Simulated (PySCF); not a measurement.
CH6BClOSi. Atoms are numbered in the order given.

```xyz
11

B      0.1122    -0.1969     0.1085
Cl     0.6625    -0.7659     1.7006
O      0.3277    -1.0394    -0.9138
C     -0.0324    -0.7840    -2.2596
H     -0.5010     0.2064    -2.3870
H      0.8717    -0.8368    -2.8842
H     -0.7372    -1.5607    -2.5923
Si    -0.7753     1.6339    -0.0329
H     -0.8588     2.2982     1.3001
H     -2.1603     1.5148    -0.5955
H     -0.0121     2.5271    -0.9650
```

Geometry: r2SCAN-D4/def2-SVP. This is a generated structure with no PubChem entry under its InChIKey; it may be hypothetical. One conformer was computed; it need not be the lowest.

Method: PySCF with PBE/pcSseg-1.

GIAO shieldings, no solvent; atoms alike by connectivity are averaged. δ = σ(ref) − σ: ¹¹B against BF3 (σ = 83.9 ppm); ³⁵Cl against HCl (σ = 936.5 ppm); ¹⁷O against H2O (σ = 334.3 ppm); ¹³C against TMS (σ = 182.0 ppm); ¹H against TMS (σ = 31.49 ppm); ²⁹Si against TMS (σ = 335.4 ppm), references at their B3LYP-D3(BJ)/def2-TZVP geometries, non-relativistic (without spin–orbit terms, shifts of atoms bonded to Cl or Br come out too high).

```csv
atoms,nucleus,count,δ (ppm)
B1,¹¹B,1,34.5
Cl2,³⁵Cl,1,…
O3,¹⁷O,1,235.2
C4,¹³C,1,64.8
"H5, H6, H7",¹H,3,…
"H9, H10, H11",¹H,3,…
Si8,²⁹Si,1,-117.3
```

Task: What belongs in the gaps? (Estimate from the structure and the level; the computed values follow.)

Result: 
- H9, H10, H11, δ (ppm): 3.91
- H5, H6, H7, δ (ppm): 4.38
- Cl2, δ (ppm): 289.6
